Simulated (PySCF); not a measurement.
Input for PySCF: R-B3LYP/6-31G* on CH6Si (SMILES C[SiH3]), a point of a torsion scan.

```python
from pyscf import gto, scf, dft, mp
from pyscf.data.elements import chemcore

mol = gto.M(
    atom='''
    C    -0.98511698   -0.07694306    0.01537744
    Si    0.90906853    0.07567016   -0.02154274
    H    -1.41792122    0.52207231    0.81172603
    H    -1.30202767   -1.10464272    0.16600263
    H    -1.42565999    0.26547863   -0.91706996
    H     1.51856535   -1.13947561    0.52428524
    H     1.33494107    1.23426172    0.76661288
    H     1.36556473    0.24473384   -1.40365558
    ''',
    basis='6-31g*',
    cart=True,
    charge=0, spin=0, verbose=3, max_memory=1800)
mf = dft.RKS(mol, xc='b3lyp')
mf.conv_tol = 1e-8
mf.max_cycle = 100
mf.kernel()
if not mf.converged:
    mf = mf.newton().run(mf.mo_coeff, mf.mo_occ)
```

Question: Give the final energy of this run.

Answer: -331.2080 hartree.
